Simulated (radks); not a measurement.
Q: The table gives one normalised radial function P(r) = r R(r) of Ag2+ in [Kr] 4d7 5d2 (r in bohr). Calculated with a radial shooting solver on a logarithmic mesh with Libxc functionals: scalar-relativistic Kohn-Sham, LDA (Slater exchange, Perdew-Wang correlation), spin-polarised, spherical densities, finite nucleus; open shells are filled with parallel spins first (spin-orbit coupling, left out, can overturn this in heavy ions); Fermi nuclear charge, rms radius 4.5454 fm.

r,P
0.001952,0.0000
0.002255,0.0000
0.002625,0.0000
0.003031,0.0000
0.003529,0.0001
0.004108,0.0001
0.004745,0.0001
0.005524,0.0002
0.00643,0.0003
0.007426,0.0004
0.008645,0.0007
0.01006,0.0010
0.01162,0.0015
0.01353,0.0023
0.01563,0.0033
0.01819,0.0050
0.02118,0.0075
0.02446,0.0110
0.02848,0.0162
0.03315,0.0237
0.03828,0.0336
0.04457,0.0482
0.05189,0.0681
0.05992,0.0931
0.06976,0.1272
0.08056,0.1678
0.09379,0.2197
0.1092,0.2798
0.1261,0.3418
0.1468,0.4071
0.1709,0.4640
0.1974,0.5000
0.2298,0.5068
0.2653,0.4720
0.3089,0.3826
0.3596,0.2354
0.4153,0.0470
0.4835,-0.1888
0.5629,-0.4377
0.65,-0.6572
0.7567,-0.8413
0.881,-0.9523
1.017,-0.9800
1.184,-0.9317
1.368,-0.8274
1.592,-0.6779
1.854,-0.5131
2.141,-0.3640
2.492,-0.2311
2.902,-0.1320
3.351,-0.0695
3.901,-0.0309
4.542,-0.0117
5.245,-0.0039
6.106,-0.0010
7.052,-0.0002
8.209,0.0000
9.557,0.0000
11.04,0.0000
12.85,0.0000

Which n and l does it have? It may be an empty orbital.

A: n = 4, l = 2: the number of nodes gives n - l - 1 = 1, the rise at small r (about r^(l+1), flatter next to the nucleus through relativity) gives l, and the extent must fit the shell. The curve is that of 4d down; the table hardly tells the two spins apart. 4d down: eigenvalue -42.911 eV, 1 radial node at r = 0.429 bohr, <r> = 1.21 bohr, 90 % of the charge inside 1.87 bohr.
